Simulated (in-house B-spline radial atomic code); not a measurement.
The vanadium ion V⁵⁺: [Ne] 3s2 3p6

Method: non-relativistic CAM-B3LYP, spin-polarised, spherical fractional occupations, point nucleus. Calculated with a B-spline radial code for spherical atoms.

Z_r = [3n² - l(l+1)]/(2<r>); Z_e = n√(-2ε); the last column is Slater's effective charge. Values are occupation-weighted means over spin.

```tsv
shell	electrons	ε (eV)	<r> (bohr)	Z_r	Z_e	Slater
1s	2	-5440	0.06705	22.37	20.00	22.70
2s	2	-690.82	0.3105	19.32	14.25	18.85
2p	6	-595.46	0.2748	18.20	13.23	18.85
3s	2	-149.45	0.9122	14.80	9.94	11.75
3p	6	-121.79	0.9456	13.22	8.98	11.75
```

The least bound orbital is 3p at -121.8 eV, and it is also the most diffuse (<r> = 0.9456 bohr).
